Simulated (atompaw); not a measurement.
**What one change does to a pseudopotential (tantalum, PAW (atompaw))**

| Property | Result |
| --- | --- |
| Element | tantalum |
| Generator | atompaw 4.2.0.5 |
| Type | PAW |
| Functional | PBE |
| Relativity | scalar-relativistic |
| Frozen core | [Xe] 4f14 |
| Valence charge | 5 |
| Reference configuration | 5d3 6s1.5 6p0 (charge +0.5) |
| Partial waves | 6s (bound): rc 3.00 bohr; 6s channel at 0.45 Ry: rc 2.50 bohr; 6p (bound, empty): rc 3.00 bohr; 6p channel at 0.1 Ry: rc 3.00 bohr; 5d (bound): rc 2.05 bohr; 5d channel at 1.9 Ry: rc 3.00 bohr |
| Local potential | bessel scheme, radius 2.85 bohr |
| Core correction | smooth core density matched at 2.45 bohr |
| Augmentation charge | besselshape compensation charge, radius 2.20 bohr; PAW radius 3.00 bohr; waves and projectors: custom rrkj vanderbiltortho |

All-electron outer shells of the reference configuration (PBE, scalar-relativistic, ld1.x):

```tsv
shell	level (eV)	outermost node (bohr)	outermost maximum (bohr)
4f	-28.14	–	0.44
6s	-8.44	1.32	2.71
5d	-6.91	0.65	1.58
6p	-3.89	1.59	3.66
```

Change: all radii scaled by about 1.27 (s 3.82, p 3.82, d 2.62 bohr); local potential bessel scheme, radius 3.64 bohr; augmentation besselshape compensation charge, radius 2.80 bohr; PAW radius 3.82 bohr; waves and projectors: custom rrkj vanderbiltortho; core correction smooth core density matched at 3.12 bohr.

Cutoffs: the cutoffs (Ry, on a coarse ladder) from which the occupation-weighted sum of valence levels, in a spherical-Bessel basis at the reference potential, stays within 10 and 1 mRy of its value at 400 Ry; they do not see the model core or the augmentation charge, which bear on the density cutoff.

**Question.** What does the change do?

**Answer.** The potential gets softer (21 Ry and 30 Ry → 15 Ry and 18 Ry); neither file shows a bound ghost. A larger radius leaves more room for a smooth pseudo-wave, so fewer plane waves are needed.

| quantity | base | changed |
| --- | --- | --- |
| cutoff, loose | 21 Ry | 15 Ry |
| cutoff, tight | 30 Ry | 18 Ry |
| loose cutoff by channel (10 mRy a level) | s 6 Ry, d 18 Ry | s 6 Ry, d 12 Ry |
| bound ghosts | none | none |
| lowest overlap eigenvalue by channel | s 0.27, p 0.60, d 0.63 | s 0.50, p 0.60, d 0.62 |

 The cutoffs see the waves, projectors and local potential, not the compensation charge or the core.
